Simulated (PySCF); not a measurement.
## How methods differ on the ionisation energy of Fe¹²⁺

Fe¹²⁺ [Ne] 3s2 3p2 [3p1/2^2, M_J = 0] → Fe¹³⁺ [Ne] 3s2 3p1 [3p1/2^1, M_J = 1/2], as a difference of total energies. Computed with PySCF 2.14 in an uncontracted even-tempered set (19 s from 0.88 bohr⁻², ratio 2.4; 13 p from 1.1 bohr⁻², ratio 2.4; 5 d from 5.2 bohr⁻², ratio 2.6; 4 f from 7.8 bohr⁻², ratio 2.6), with the two-component X2C-1e Hamiltonian. Correlated levels: 1s2 frozen; the 50 highest virtual spinors dropped. "Screened" scales the spin-orbit matrix elements by Boettger's factors to mimic the two-electron term; Breit and QED terms are absent.

```csv
method,ionisation energy (eV)
GHF (spin-free),358.18
GMP2 (spin-free),358.91
GHF (screened spin-orbit),357.75
GMP2 (screened spin-orbit),358.51
```

How much does correlation contribute at GMP2 (screened spin-orbit)?

358.51 − (357.75) = 0.76 eV, measured against GHF (screened spin-orbit).

The labels give the starting determinants; with spin-orbit coupling the two ends relaxed to ⟨J²⟩ = 1.28, ⟨L²⟩ = 1.94, ⟨S²⟩ = 1.92 and ⟨J²⟩ = 0.76, ⟨L²⟩ = 2.01, ⟨S²⟩ = 0.75.

The determinant of Fe¹²⁺ mixes levels of different J (the jj label is only the starting occupation), so the difference between spin-free and spin-orbit rows is not the physical spin-orbit shift.

For comparison: 361 ± 0.7 eV (semi-empirical (NIST evaluation); NIST Atomic Spectra Database, ionization energies).
